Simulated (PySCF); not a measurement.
**Static response to an electric field**

Compound: C6H5FO2.
SMILES with atom numbers: `[CH3:1][C@H:2]1[C:3](=[O:4])[CH:5]=[C:6]([F:7])[C:8]1=[O:9]` (hydrogens: H10, H11, H12 on C1; H13 on C2; H14 on C5)

Geometry (GFN2-xTB, Å), atoms numbered from 1 in this order:
```xyz
14
C6H5FO2 angstrom
C      1.7681   -0.0895   -0.3760
C      0.5042   -0.3000    0.4646
C     -0.2034    1.0184    0.7638
O      0.2677    1.9577    1.3459
C     -1.5649    0.9295    0.1966
C     -1.7382   -0.2659   -0.3779
F     -2.8358   -0.6913   -0.9836
C     -0.5271   -1.1347   -0.2746
O     -0.4002   -2.2484   -0.7002
H      2.2252   -1.0493   -0.6010
H      1.5227    0.4091   -1.3112
H      2.4754    0.5269    0.1719
H      0.7842   -0.7944    1.4000
H     -2.2787    1.7315    0.2594
```

Level: PBE0/def2-SVPD (PySCF), static field, nuclei fixed, core orbitals frozen in the response. The polarisability tensor in these axes (au):

```
x   77.19  1.60  6.37
y    1.60 85.74 16.30
z    6.37 16.30 59.85
```

Q: What are the eigenvalues, a third of the trace, and Δα (Δα² = ½Σ(αi − αj)² over the three pairs)?

A: Principal values 51.00, 77.12 and 94.66 au; mean 74.26 au = 11.00 Å³ = 12.24 × 10⁻⁴⁰ C²·m²/J; Δα = 38.05 au (51 % of the mean).

Q: What is the dipole moment, and where does it point?

A: (-0.19, 0.69, -0.01) D, 0.71 D in size, pointing from the negative to the positive side. Measured along this direction, the outermost atoms are O9 at the negative end and H14 at the positive end.

Q: Give the eigenvalues of the traceless quadrupole moment Θ = ½Σq(3rr − r²1), origin at the centre of nuclear charge.

A: -19.25, 8.38, 10.88 D·Å. The values depend on the origin, since the dipole doesn't vanish. The electronic extent ⟨r²⟩ about the same centre is 1089 bohr², a root-mean-square distance of 2.15 Å for the 66 electrons.

Q: Find the Langevin capture rate constant for NO+ (29.998 u) meeting this molecule (128.027 u), k = 2.342 × 10⁻⁹ cm³/s × √(α in Å³ / reduced mass in u).

A: The reduced mass is 24.30 u, so k = 1.58 × 10⁻⁹ cm³/s. The formula leaves out the permanent dipole, which adds to the capture rate.

Q: Orientational against electronic polarisability at 298 K (dilute gas, rigid molecules)?

A: In Gaussian units μ²/3kT = 4.12 Å³ against 11.00 Å³, a ratio of 0.37; the Debye molar polarisation (4π/3)N_A(α + μ²/3kT) is 38.1 cm³/mol, leaving out the vibrational part.

Q: In TDDFT the mean static polarisability is Σ f/ω² over all singlet excitations (ω in hartree). How much of it do the 8 lowest give? Their energies (eV) and oscillator strengths: 3.14, 0.0000; 3.72, 0.0000; 5.32, 0.0026; 5.56, 0.2482; 6.05, 0.0021; 6.54, 0.0577; 6.97, 0.0111; 7.07, 0.0347.

A: They add up to 7.75 au, 10.4 % of the 74.26 au; the largest single term is 5.95 au, from the state at 5.56 eV. Terms in order: 0.00, 0.00, 0.07, 5.95, 0.04, 1.00, 0.17, 0.51 au. Higher excitations give the rest. The strengths listed sum to 0.356.

Q: Estimate the molar refractivity from the static electronic polarisability.

A: Lorentz–Lorenz: R = (4π/3)N_A α = 2.5225 cm³/(mol·Å³) × 11.00 Å³ = 27.8 cm³/mol, in the limit of long wavelengths.

Isolated species at its GFN2-xTB geometry, gas phase.
